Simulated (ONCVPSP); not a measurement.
# Varying the ONCV potential for boron

Base potential:

- Element: boron (B)
- Generator: ONCVPSP 4.0.1
- Type: optimised norm-conserving Vanderbilt (ONCV)
- Functional: PBE
- Relativity: scalar-relativistic
- Frozen core: [He]
- Valence charge: 3
- Reference configuration: 2s2 (charge +1)
- Partial waves: 2s: rc 1.35 bohr, ncon 3, nbas 6, qcut 5.8 1/bohr, 2 projectors, debl 1.2 Ha; p scattering state at 0.19 Ha: rc 1.25 bohr, ncon 3, nbas 7, qcut 6.6 1/bohr, 2 projectors, debl 2.7 Ha; d scattering state at 0.23 Ha: rc 1.50 bohr, ncon 5, nbas 8, qcut 5.9 1/bohr, 2 projectors, debl 1 Ha
- Local potential: polynomial inside 1.25 bohr (lpopt 4, dvloc0 0 Ha)
- Core correction: none

In the p channel the program set the typed energies aside and used 0.050, 2.750 Ha.

Cutoffs, loose and tight: the cutoffs (Ha) at which the residual kinetic energy of the hardest occupied pseudo-wave falls to 1 and 0.1 mHa per electron. They do not see the model core or the augmentation charge, which bear on the density cutoff. Test errors are all-electron minus pseudo excitation energies from the reference, over the configurations 2s2 2p1; 2s1; 2s2 2p0.5; 2s0 2p3. A dash means not determined; rows that change the core or the reference have their own tests. The largest error is taken over the tests solved by every variant that gives reliable tests at all: 2s1; 2s2 2p0.5; 2s2 2p1.

1 further variants are left out, since the program set their typed debl aside.

```csv
change,outcome,"cutoff, loose","cutoff, tight",bound ghosts,GHOST(+) flags above zero,largest test error (meV)
base,"generated, projector energies reset by the program",12 Ha,16 Ha,none,none,+27
p: qcut 4.5,"generated, projector energies reset by the program",12 Ha,16 Ha,none,none,+30
s: qcut 3.7; p: qcut 4.2; d: qcut 3.7,"generated, projector energies reset by the program",33 Ha,52 Ha,none,d,+36
d: rc 1.84,"generated, projector energies reset by the program",12 Ha,16 Ha,none,none,+27
"core correction Teter function, fcfact 4.25, rcfact 1.7","generated, projector energies reset by the program",12 Ha,16 Ha,none,none,+14
p: nproj 0; local potential the p channel,"generated, projector energies reset by the program",12 Ha,16 Ha,none,none,+26
d: qcut 6,"generated, projector energies reset by the program",12 Ha,16 Ha,none,none,+27
```

Task: What comes out with this change to the base: s: rc 1.02; local potential polynomial inside 1.02 bohr (lpopt 4, dvloc0 0 Ha)?

Result: outcome: generated, projector energies reset by the program; cutoff, loose: 12 Ha; cutoff, tight: 68 Ha; bound ghosts: none; GHOST(+) flags above zero: s; largest test error (meV): +27.
